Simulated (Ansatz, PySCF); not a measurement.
This PySCF input computes a SVWN5/def2-TZVPD energy:

```python
from pyscf import gto, scf, dft

mol = gto.M(
    atom='''
    Be   -0.16099011   -0.75330412   -0.36115324
    Cl    1.23338061    0.37934056   -1.10525381
    Cl   -1.19550058   -0.20209253    1.19023104
    ''',
    basis='def2-tzvpd',
    charge=-1,
    spin=1,
    verbose=4,
)

mf = dft.UKS(mol, xc='svwn').density_fit(auxbasis='def2-universal-jkfit')
mf.grids.level = 3
mf.conv_tol = 1e-9
mf.max_cycle = 100
mf.max_memory = 1500
mf.kernel()
if not mf.converged:
    mf = mf.newton()
    mf.kernel(mf.make_rdm1())
for _ in range(2):
    mo, _, stable, _ = mf.stability(return_status=True)
    if stable:
        break
    mf.kernel(mf.make_rdm1(mo, mf.mo_occ))
mf.analyze()
```

**Question.** Write an input for the same energy in Ansatz (a quantum-chemistry and plane-wave program) and say what it gives.

**Answer.** 
Ansatz 0.2 input:
```yaml
crystal:
  periodic: [false, false, false]
  atoms:
    - {symbol: Be, position_ang: [-0.16099011, -0.75330412, -0.36115324]}
    - {symbol: Cl, position_ang: [1.23338061, 0.37934056, -1.10525381]}
    - {symbol: Cl, position_ang: [-1.19550058, -0.20209253, 1.19023104]}
basis:
  gaussian:
    orbitals: def2-TZVPD
hamiltonian:
  xc: {name: SVWN5}
total_charge: -1
magnetization: {spin_polarized: true, initial_magnetization: 1}
output: {forces: true}
```
It gives -932.15953 Eh, and PySCF -932.15959 Eh, a difference of 0.06 mEh, from the treatment of integrals and grids.
